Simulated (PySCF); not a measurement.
A GIAO shielding run with PySCF 2.14.0 with density-fitted response routines (density fitting, non-relativistic, gas phase) on `InChI=1S/C4H12O2Si2/c1-4(5)8-7-3-6-2/h3,7-8H2,1-2H3`:

```
$ OMP_NUM_THREADS=1 python probes_run.py task.json out

{"job": {"kind": "nmr", "xc": "PBE0", "basis": "pcSseg-1"}, "charge": 0, "multiplicity": 1}
C     -1.693806     1.512346     0.007484
O     -1.213405     0.249875    -0.371157
C     -1.622153    -0.795675     0.498014
Si    -0.595223    -2.291255    -0.099782
Si     1.440805    -1.304276    -0.577715
C      1.535100     0.288744     0.504835
C      1.938823     1.577313    -0.154642
O      1.249029     0.225638     1.680631
H     -1.292039     1.806174     0.985202
H     -1.366167     2.222302    -0.750762
H     -2.789356     1.518396     0.060236
H     -1.382681    -0.532046     1.535741
H     -2.709113    -0.930914     0.437898
H     -1.263972    -2.866869    -1.275424
H     -0.646436    -3.327966     0.940652
H      2.616265    -2.101410    -0.194575
H      1.678295    -0.880794    -1.965443
H      1.238253     1.784207    -0.960541
H      2.926819     1.454003    -0.594213
H      1.945816     2.402885     0.554775
```

Hardware: 1 thread of an Arm Neoverse N1, shared host. The job also computes population analyses, field gradients.

(1) How large is the calculation?

(2) How long does it take, and how much memory does it need?

Answers

(1) 80 electrons, 210 basis functions and 1136 auxiliary functions.

(2) 75 s of wall time, with 14 SCF cycles and 5 response iterations; peak memory 1 GiB. Times on a shared host scatter by some tens of per cent.
